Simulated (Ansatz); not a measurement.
System: dibromo(dimethoxy)silane, C₂H₆Br₂O₂Si (charge 0, singlet). 
Structure (B3LYP-D3(BJ)/def2-TZVP (Ansatz, an electronic-structure program) minimum search):
```xyz
13

Si     0.0942    -0.3103    -0.1079
Br    -0.1796     1.4443    -1.4303
Br    -0.3216     0.2071     2.0044
O      1.6418    -0.7518    -0.2960
C      2.3034    -1.7734     0.4493
O     -0.9648    -1.4790    -0.4796
C     -1.1443    -2.0457    -1.7771
H      2.3767    -1.4926     1.5015
H      1.7724    -2.7244     0.3681
H      3.3034    -1.8827     0.0344
H     -1.5301    -1.2971    -2.4713
H     -1.8656    -2.8549    -1.6814
H     -0.2040    -2.4437    -2.1648
```
Charge 0, spin multiplicity 1.

Parts of the frozen-core correlation energy in 6-31G* (Ansatz, hartree). Frozen orbitals: 37; correlated occupied orbitals by spin: 22 and 22; virtual: 102 and 102. No spin-orbit coupling. Non-relativistic.

```json
[
 {"term": "reference (HF)", "value": "-5662.25827"},
 {"term": "MP2 opposite-spin", "value": "-0.68177"},
 {"term": "MP2 same-spin", "value": "-0.24327"},
 {"term": "CCSD correlation", "value": "-0.97923"},
 {"term": "(T)", "value": "-0.02538"},
 {"term": "T1 diagnostic", "value": "0.011"},
 {"term": "largest doubles amplitude", "value": "0.026"}
]
```
